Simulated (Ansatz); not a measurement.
The same path of ClGeH3O2 (7 atoms, charge 0, multiplicity 1) was run twice with different band settings. Lost on the way: Ge1–O2, Ge1–H4. Made: O2–H4.

Method: Ansatz 0.2.0, RKS PBE/def2-SVP.

Relaxed end points:

```xyz
7
Properties=species:S:1:pos:R:3
Ge 0.315 -0.141 0.101
O 0.453 -0.336 1.872
H 0.048 0.432 2.319
H 1.664 -0.002 -0.622
Cl -0.905 1.648 -0.200
O -0.463 -1.583 -0.588
H -1.247 -1.841 -0.067
```

```xyz
7
Properties=species:S:1:pos:R:3
Ge 0.115 0.132 -0.846
O 1.022 0.144 1.308
H 0.499 -0.706 1.323
H 1.957 -0.142 1.267
Cl -1.660 1.436 -0.376
O -0.564 -1.414 -0.048
H -1.505 -1.273 0.185
```

Common settings: climbing image yes; spring 5.0 eV/Å²; optimiser quadratic models (default); start path through a guess of the saddle point; force threshold 0.05 eV/Å; iteration limit 60; end points relaxed.

| run | movable images |
| --- | --- |
| 1 | 5 |
| 2 | 2 |

What does each run give, and how far can it be trusted?

Run 1: converged after 16 iterations, highest image 1.997 eV above the first end. Neighbouring images differ by up to 1.7 eV, so the band resolves the path poorly. A vibrational analysis at the climbing image gives one clearly imaginary mode, 1166i cm⁻¹: a first-order saddle point.
Run 2: converged after 22 iterations, highest image 1.997 eV above the first end. Neighbouring images differ by up to 1.9 eV, so the band resolves the path poorly. Another band between the same ends (5 images) ends at a top of the same energy, where a vibrational analysis finds 1 clearly imaginary mode. So few images can step over the top or miss a turn of the path.
The orbitals stay closed-shell, which can raise the energy where a bond breaks towards radicals; this wasn't checked here.
